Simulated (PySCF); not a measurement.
YF3, SMILES [F][Y]([F])[F]. Heavy atoms are numbered as in [Y:1]([F:2])([F:3])[F:4].

Coordinates come from a B3LYP-D3(BJ)/def2-TZVP optimisation. The isomer is the one that the SMILES or the coordinates give; other isomers of the formula were not compared. The def2 effective core potentials stand for the cores of Y; spin–orbit coupling is left out.

Computed with r2SCAN/def2-TZVPD (PySCF).

Mulliken values depend strongly on the basis, most of all with diffuse functions as here. ESP charges are fitted to the potential on shells at 1.4 to 2.0 van der Waals radii. Atomic charges (e), one atom of each kind:

```tsv
atom	Mulliken	ESP fit
Y1	1.93	1.77
F2	-0.64	-0.59
```
